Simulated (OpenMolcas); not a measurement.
An OpenMolcas run meant for Mg I (ANO-R1, X2C; inactive shells 1s 2s 2p; intended active space 2 electrons in 9 orbitals (RAS2 3s 3p; RAS3 3d, at most 2 electrons)). One step of its input:

```
&CASPT2
Multistate=1 1
Frozen=1 0
IPEA=3.0
Imaginary=0.1
MaxIter=60
WThr=0.0 0.3 0.05
PrWF=0.5
NoMix
```

The run finished. Its levels beside those of a sound run (SS-RASPT2, IPEA 0.25 Eh, imaginary shift 0.1 Eh (closed shells correlated: 2s 2p)), in eV above each run's lowest level:

```
     Level  This run  Usual run
   3s² ¹S₀    0.0000     0.0000
3s 3p ³P°₀    4.6247     4.6201
3s 3p ³P°₁    4.6288     4.6243
3s 3p ³P°₂    4.6372     4.6326
```

Task: Which setting is unsound, and how much does it matter here?

Result: The IPEA shift is far above its usual 0.25 hartree. Against the sound run the excited levels shown move by 37 cm-1 on average and by 37 cm-1 at most.

Active for correlation alone: 3d; no level in the range computed is led by a configuration that fills it, so any true level of that kind is missing. The ANO-R sets hold no well-fitted valence p shell for this element, so s → p excitations can come out far too high. Only configurations of the active space appear.

° marks odd parity.
